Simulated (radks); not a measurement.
Values are calculated unless marked as measured or tabulated.
Xe III, 52 electrons, occupied as [Kr] 4d9.75 5s2 5p4 5d0.25 (fractional occupations, a model configuration). Code: a radial shooting solver on a logarithmic mesh with Libxc functionals. Model: Dirac Kohn-Sham, exchange-only LDA, spin-unpolarised, spherical densities, finite nucleus; open shells are shared between the two j in proportion to 2j + 1; Fermi nuclear charge, rms radius 4.7859 fm. Some entries of the table are withheld. Estimate them.

orbital     occ.  eigenvalue (hartree)  r(max) (bohr)  <1/r> (bohr^-1)
1s1/2          2                   (1)        0.01717            58.05
2s1/2          2             -197.0166        0.09720            13.58
2p1/2          2             -185.2485        0.07439            13.57
2p3/2          4             -173.3355        0.07929            12.47
3s1/2          2             -40.94769         0.2795            4.851
3p1/2          2             -36.04558         0.2658              (2)
3p3/2          4             -33.78388         0.2767              (3)
3d3/2          4             -25.12183         0.2239            4.354
3d5/2          6             -24.64327         0.2270            4.284
4s1/2          2              -8.05429         0.6609            1.973
4p1/2          2              -6.31542         0.6762              (4)
4p3/2          4              -5.85816         0.7007              (5)
4d3/2        3.9              -3.03730         0.7421            1.536
4d5/2       5.85              -2.96305         0.7506            1.514
5s1/2          2              -1.44264          1.585           0.7449
5p1/2    1.33333              -1.01033          1.766           0.6465
5p3/2    2.66667              -0.95091          1.838           0.6179
5d3/2        0.1              -0.41613          2.591           0.4102
5d5/2       0.15              -0.41108          2.623           0.4053
6s1/2          0              -0.40921          3.869           0.3049
6p1/2          0              -0.30749          4.573           0.2577
6p3/2          0              -0.29700          4.730           0.2495
4f5/2          0                   (6)          1.332           0.5105
4f7/2          0                   (7)          1.385           0.5012
6d3/2          0                   (8)          7.159           0.1720
6d5/2          0                   (9)          7.217           0.1708

Answer. 
(1) 1s1/2 eigenvalue (hartree): -1261.558
(2) 3p1/2 <1/r> (bohr^-1): 4.766
(3) 3p3/2 <1/r> (bohr^-1): 4.494
(4) 4p1/2 <1/r> (bohr^-1): 1.866
(5) 4p3/2 <1/r> (bohr^-1): 1.776
(6) 4f5/2 eigenvalue (hartree): -0.21039
(7) 4f7/2 eigenvalue (hartree): -0.20887
(8) 6d3/2 eigenvalue (hartree): -0.17270
(9) 6d5/2 eigenvalue (hartree): -0.17160
